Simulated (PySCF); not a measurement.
H₂Al₂Br₄O₂, singlet, PBE0/def2-SVP optimised geometry. Atoms within 1.6 Å of the plane z = 0.0 Å (x, y, z in Å): Al1 (-0.73, 1.22, 0.00), Al2 (0.73, -1.22, 0.00), O3 (0.00, 0.00, 1.18), Br5 (0.35, 3.20, 0.01), Br6 (-2.98, 1.22, 0.00), O7 (0.00, 0.00, -1.18), Br9 (2.98, -1.22, 0.00), Br10 (-0.35, -3.20, 0.00).

Calculation: PBE0/def2-TZVP run with PySCF. Cells within 0.4 Å of a nucleus heavier than hydrogen are left out (blank, or x).

Map of the deformation density (molecule minus spherical neutral atoms) (e/bohr³) on the plane z = 0.0 Å:

```
|444444444444433334444444444|
|444444444444333333444444444|
|444444444444333333344444444|
|444444443344443233344444444|
|444444433344576433334444444|
|4444443333345xx753344444444|
|44434443333553x754444444444|
|443334444335975544444444444|
|433335555424897544344444444|
|433338647632444333334444444|
|333235x3994xx01233333444444|
|433337x4873x101223334444444|
|433336655410001123344443444|
|433334444311111113444433334|
|444344443321100014556633334|
|444444433322101x3784x733334|
|44444433333210xx4993x532333|
|444444433333444236746833334|
|444444443445798424555533334|
|444444444445579533444433344|
|444444444457x35533334443444|
|444444443357xx5433333444444|
|444444433334675443334444444|
|444444443332344443344444444|
|444444443333333444444444444|
|444444444333333444444444444|
|444444444433334444444444444|
```
Scale: ten equal steps from -0.015 (start of '0') to 0.021 (end of '9'), in the order '0123456789'; x runs from -5.50 to 5.50, y from -5.50 (bottom) to 5.50 (top).
